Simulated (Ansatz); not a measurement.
# Nudged elastic band run: BClH6Si2

The input (input.yaml):

```yaml
crystal:
  periodic: [false, false, false]
  atoms:
    - { symbol: Si, position_ang: [-1.593981, 0.54123, -0.617017] }
    - { symbol: B, position_ang: [0.009121, -0.584361, -0.441862] }
    - { symbol: Si, position_ang: [1.480935, -0.199494, 0.805921] }
    - { symbol: Cl, position_ang: [3.045253, -1.627981, 0.728031] }
    - { symbol: H, position_ang: [-2.773176, -0.255657, -0.352018] }
    - { symbol: H, position_ang: [-1.604801, 1.677104, 0.275662] }
    - { symbol: H, position_ang: [-1.684665, 1.032115, -1.976048] }
    - { symbol: H, position_ang: [0.084787, -1.536323, -1.12471] }
    - { symbol: H, position_ang: [2.096737, 1.082996, 0.522737] }
    - { symbol: H, position_ang: [1.02299, -0.180729, 2.182105] }
basis:
  gaussian: { orbitals: STO-3G }
hamiltonian:
  xc: b3lyp
neb:
  order_check: false
  images: 7
  f_tol: 0.05
  max_iterations: 60
  initial_path: linear
  final_atoms:
    - { symbol: Si, position_ang: [-1.45063195, 0.5462561, -0.8174364] }
    - { symbol: B, position_ang: [-0.39787887, -0.63251979, 0.34900205] }
    - { symbol: Si, position_ang: [1.52148583, -0.43332975, 0.73973303] }
    - { symbol: Cl, position_ang: [2.38216116, 1.25053227, -0.22013677] }
    - { symbol: H, position_ang: [-2.83227048, 0.14089004, -0.93016756] }
    - { symbol: H, position_ang: [-1.4122481, 1.89667104, -0.29905171] }
    - { symbol: H, position_ang: [-0.86980486, 0.56219466, -2.14251863] }
    - { symbol: H, position_ang: [-0.9115503, -1.54727174, 0.8792889] }
    - { symbol: H, position_ang: [1.77054111, -0.25296639, 2.15714612] }
    - { symbol: H, position_ang: [2.28339646, -1.58155645, 0.28694196] }
```

Command:

```bash
$ ansatz run input.yaml --threads 1 --pin off --max-ram 2048MiB --backend cpu --events-out ev --progress --plain --runs-dir out
```

Output, in part (warnings, iteration lines, the closing report on the highest movable image, with atoms numbered from 0):

```
NEB end point (image 0): max|allowed force component| = 1.390e-2 eV/Å (the criterion of neb.relax_end_points is 1.000e-2)
NEB end point (image 8): max|allowed force component| = 7.312e-3 eV/Å (the criterion of neb.relax_end_points is 1.000e-2)
NEB iter   1: max|band force component| = 1.149e2 eV/Å  barrier→ = 54.4445 eV  barrier← = 54.4484 eV  Δτ_max = 0.1988 Å  (176 SCF iters)
NEB iter   2: max|band force component| = 6.856e1 eV/Å  barrier→ = 29.9898 eV  barrier← = 29.9938 eV  Δτ_max = 0.1985 Å  (169 SCF iters)
NEB iter   3: max|band force component| = 2.777e1 eV/Å  barrier→ = 10.8029 eV  barrier← = 10.8068 eV  Δτ_max = 0.1989 Å  (167 SCF iters)
NEB iter   4: max|band force component| = 1.249e1 eV/Å  barrier→ = 3.9307 eV  barrier← = 3.9346 eV  Δτ_max = 0.2000 Å  (164 SCF iters)
NEB iter   5: max|band force component| = 5.308e0 eV/Å  barrier→ = 1.0775 eV  barrier← = 1.0814 eV  Δτ_max = 0.1612 Å  (161 SCF iters)
NEB iter   6: max|band force component| = 2.350e0 eV/Å  barrier→ = 0.2502 eV  barrier← = 0.2541 eV  Δτ_max = 0.1300 Å  (152 SCF iters)
NEB iter   7: max|band force component| = 7.666e-1 eV/Å  barrier→ = 0.0839 eV  barrier← = 0.0878 eV  Δτ_max = 0.0864 Å  (137 SCF iters)
NEB iter   8: max|band force component| = 4.198e-1 eV/Å  barrier→ = 0.0632 eV  barrier← = 0.0671 eV  CI = image 5  Δτ_max = 0.0834 Å  (141 SCF iters)
NEB iter   9: max|band force component| = 1.442e-1 eV/Å  barrier→ = 0.0535 eV  barrier← = 0.0574 eV  CI = image 5  Δτ_max = 0.0303 Å  (134 SCF iters)
NEB iter  10: max|band force component| = 7.352e-2 eV/Å  barrier→ = 0.0526 eV  barrier← = 0.0565 eV  CI = image 5  Δτ_max = 0.0632 Å  (133 SCF iters)
NEB iter  11: max|band force component| = 1.490e-1 eV/Å  barrier→ = 0.0525 eV  barrier← = 0.0564 eV  CI = image 5  Δτ_max = 0.0316 Å  (132 SCF iters)
NEB iter  12: max|band force component| = 6.008e-2 eV/Å  barrier→ = 0.0522 eV  barrier← = 0.0561 eV  CI = image 5  Δτ_max = 0.0633 Å  (138 SCF iters)
NEB iter  13: max|band force component| = 5.512e-2 eV/Å  barrier→ = 0.0520 eV  barrier← = 0.0559 eV  CI = image 5  Δτ_max = 0.0633 Å  (137 SCF iters)
NEB iter  14: max|band force component| = 6.446e-2 eV/Å  barrier→ = 0.0517 eV  barrier← = 0.0556 eV  CI = image 5  Δτ_max = 0.0316 Å  (134 SCF iters)
NEB iter  15: max|band force component| = 3.448e-2 eV/Å  barrier→ = 0.0516 eV  barrier← = 0.0555 eV  CI = image 5  Δτ_max = 0.0190 Å  (143 SCF iters)
NEB iter  16: max|band force component| = 4.976e-2 eV/Å  barrier→ = 0.0515 eV  barrier← = 0.0554 eV  CI = image 5  Δτ_max = 0.0000 Å  (167 SCF iters)
Total energy: -28725.35290779 eV, -1055.6372486176 hartree
Atom 0 at    -1.503217     0.546421    -0.714402 Å, force     0.004112     0.000522    -0.004367 eV/Å
Atom 1 at    -0.216260    -0.755297    -0.001028 Å, force     0.003541     0.002612     0.000633 eV/Å
Atom 2 at     1.476315    -0.295941     0.911228 Å, force    -0.006747    -0.008566     0.002053 eV/Å
Atom 3 at     2.769884     0.310570    -0.664116 Å, force    -0.000033     0.005898    -0.000919 eV/Å
Atom 4 at    -2.848549     0.176965    -0.331600 Å, force    -0.000478     0.000287     0.002416 eV/Å
Atom 5 at    -1.262060     1.901004    -0.275720 Å, force     0.000707     0.000225    -0.001884 eV/Å
Atom 6 at    -1.433682     0.517007    -2.160396 Å, force    -0.002163    -0.000866     0.001592 eV/Å
Atom 7 at    -0.439386    -1.896228    -0.167687 Å, force    -0.000928    -0.000733     0.001005 eV/Å
Atom 8 at     1.387829     0.828740     1.820415 Å, force     0.001099     0.001334    -0.000774 eV/Å
Atom 9 at     2.152326    -1.384340     1.586107 Å, force     0.000890    -0.000714     0.000247 eV/Å
Dipole moment:    -0.440645    -0.173337     0.383476 e Å
```

The forces met the threshold. The band force fell under the threshold earlier too, but the program's further tests of the path sent the band on. Another band between the same ends (7 images) ends at a top of the same energy, where a vibrational analysis finds 1 clearly imaginary mode. Limits of this set-up: minimal basis.

Final band (atoms are numbered from 1 in the order of the input):

```
image  path coordinate (Å)  energy (eV)  dihedral Si1–B2–Si3–Cl4 (°)
    0                 0.00        0.000                          180
    1                 0.78        0.008                         -159
    2                 1.56        0.026                         -139
    3                 2.34        0.044                         -117
    4                 3.12        0.051                          -97
    5                 3.88        0.051                          -75
    6                 4.78        0.036                          -49
    7                 5.66        0.006                          -23
    8                 6.54       -0.004                            1
```

Run time: 3.5 min on 1 thread of Arm Neoverse V1, on a shared host, peak memory 0.1 GiB.
